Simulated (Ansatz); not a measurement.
AlBH₈OSi₂ at its PBE0-D4/def2-TZVP geometry, where that method's forces vanish. Charge 0, multiplicity 1. The bonds changed during the relaxation, so this is another structure than the one it started from.

```xyz
13

B     1.0562   -0.3446    1.2888
Si   -0.2754   -0.7757    0.0745
O    -0.0865   -1.8623   -1.1424
Al    2.1428    0.7667   -0.1600
Si   -2.3146    0.3684   -0.0625
H     0.7931    0.3894    2.1938
H     2.1933   -0.8109    1.1956
H    -0.6631   -1.8091   -1.9062
H     2.8594    2.0728    0.3877
H     2.5551    0.1686   -1.5740
H    -2.3096    1.4872    0.9124
H    -3.4447   -0.5532    0.2323
H    -2.5059    0.9027   -1.4401
```

**Question.** What forces (eV/Å) does B3LYP-D4/def2-TZVPP give on these atoms in Ansatz? (Estimate.)

**Answer.** Ansatz gave: 
```
B1   0.076  0.031  0.059
Si2 -0.091 -0.002  0.223
O3   0.001 -0.072 -0.120
Al4  0.213  0.145 -0.101
Si5 -0.118  0.073 -0.013
H6   0.033 -0.104 -0.086
H7  -0.128  0.044  0.037
H8   0.012 -0.044 -0.052
H9  -0.038 -0.078 -0.044
H10 -0.021  0.044  0.094
H11 -0.009 -0.068 -0.062
H12  0.065  0.061 -0.018
H13  0.004 -0.029  0.085
```

B3LYP here is the variant with VWN-RPA as its local correlation; programs differ in this.
